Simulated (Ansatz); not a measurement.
Gas-phase reaction in SMILES: O[Si](Br)(Br)Br [tribromo(hydroxy)silane] → O[Si](Br)Br + Br atom (the Br-Si bond at the site shown breaks; other sites are not compared here)
Geometries: B3LYP-D3(BJ)/def2-TZVP minima from Ansatz (an electronic-structure program), one conformer each, not searched for the lowest. Frequencies are from Ansatz.

Property: bond dissociation energy (enthalpy at 298 K, with B3LYP-D3(BJ) rigid-rotor harmonic-oscillator terms), in kJ/mol. Correlated levels leave the core frozen unless marked. Open shells are spin-unrestricted. No spin-orbit coupling. The frozen core is the preceding noble-gas configuration, with the filled d and f shells of earlier blocks. Non-relativistic. CBS(X,Y): correlation extrapolated as X^-3; Hartree-Fock from the larger set. [CCSD(T)-MP2]/basis is that difference in the basis named.

```
level                                                              program  bond dissociation energy (kJ/mol)  minus last row
----------------------------------------------------------  --------------  ---------------------------------  --------------
HF/6-31G*                                                           Ansatz                              279.5          -123.9
SVWN5/def2-TZVPD                                                    Ansatz                              442.6            39.2
PBE-D3(BJ)/def2-TZVPD                                       Ansatz + dftd3                              385.4           -18.0
revPBE-D4/def2-TZVPD                                        Ansatz + dftd4                              376.7           -26.7
B3LYP-D3(BJ)/def2-TZVPD                                     Ansatz + dftd3                              375.7           -27.7
PBE0/STO-3G                                                         Ansatz                              400.4            -3.0
PBE0-D3(BJ)/def2-TZVP                                       Ansatz + dftd3                              391.0           -12.4
PBE0-D4/def2-TZVP                                           Ansatz + dftd4                              391.8           -11.6
BHLYP-D4/def2-TZVPD                                         Ansatz + dftd4                              378.9           -24.5
HSE06/def2-TZVPD                                                    Ansatz                              382.8           -20.6
CAM-B3LYP-D4/def2-TZVPD                                     Ansatz + dftd4                              379.8           -23.6
wB97X-V/def2-TZVPD                                                  Ansatz                              398.5            -4.9
B2GP-PLYP-D3(BJ)/def2-TZVPD                                 Ansatz + dftd3                              393.2           -10.2
B2GP-PLYP-D4/def2-TZVPD                                     Ansatz + dftd4                              387.9           -15.5
RPA@PBE/def2-TZVPP                                                  Ansatz                              346.1           -57.3
MP2/def2-SVP                                                        Ansatz                              382.1           -21.3
MP2/def2-TZVPP                                                      Ansatz                              407.5             4.1
SCS-MP2/def2-TZVPP                                                  Ansatz                              394.9            -8.5
CCSD(T)/STO-3G                                                      Ansatz                              348.3           -55.1
CCSD(T)/def2-SVP                                                    Ansatz                              363.7           -39.7
RI-MP2/CBS(def2-TZVPP,def2-QZVPP)+[CCSD(T)-MP2]/def2-TZVPP          Ansatz                              403.4             0.0
```
